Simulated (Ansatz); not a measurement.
Mg₃S₄⁻. The state is a doublet with charge -1. Geometry B3LYP-D4/def2-SVPD.

```xyz
7

Mg   -2.214    0.690   -1.475
Mg    0.152   -0.034    2.276
Mg    0.423   -0.136   -0.673
S    -1.709    0.547    0.828
S    -0.451    0.126   -2.870
S     1.561   -1.660    0.963
S     2.238    0.467    0.950
```

The structure comes from a short search, and lower isomers may exist.

Estimate the α-spin orbital energies around the gap (eV) in Ansatz with HF/def2-TZVPD, PBE-D4/def2-TZVPD, r2SCAN-D4/def2-TZVPD, B97M-V/def2-TZVPD, PBE0-D4/def2-TZVPD.


| orbital | HF/def2-TZVPD | PBE-D4/def2-TZVPD | r2SCAN-D4/def2-TZVPD | B97M-V/def2-TZVPD | PBE0-D4/def2-TZVPD |
| --- | --- | --- | --- | --- | --- |
| HOMO−5 | -6.29 | -2.46 | -2.71 | -2.71 | -3.61 |
| HOMO−4 | -5.92 | -2.15 | -2.37 | -2.40 | -3.22 |
| HOMO−3 | -5.61 | -1.94 | -2.16 | -2.23 | -3.00 |
| HOMO−2 | -5.16 | -1.70 | -1.93 | -1.99 | -2.77 |
| HOMO−1 | -5.06 | -1.59 | -1.81 | -1.83 | -2.66 |
| HOMO | -2.02 | -0.44 | -0.53 | -0.35 | -0.84 |
| LUMO | 1.94 | 0.11 | 0.03 | 0.16 | 0.41 |
| LUMO+1 | 3.35 | 1.03 | 1.20 | 1.22 | 1.92 |
| LUMO+2 | 3.55 | 2.07 | 2.31 | 2.03 | 2.50 |
| LUMO+3 | 3.70 | 2.24 | 2.66 | 2.23 | 2.71 |
| LUMO+4 | 3.97 | 2.38 | 2.70 | 2.30 | 2.80 |
| LUMO+5 | 3.98 | 2.46 | 2.96 | 2.30 | 2.88 |
| β HOMO | -5.04 | -1.58 | -1.81 | -1.81 | -2.65 |
| β LUMO | 2.00 | 0.37 | 0.76 | 0.08 | 0.93 |
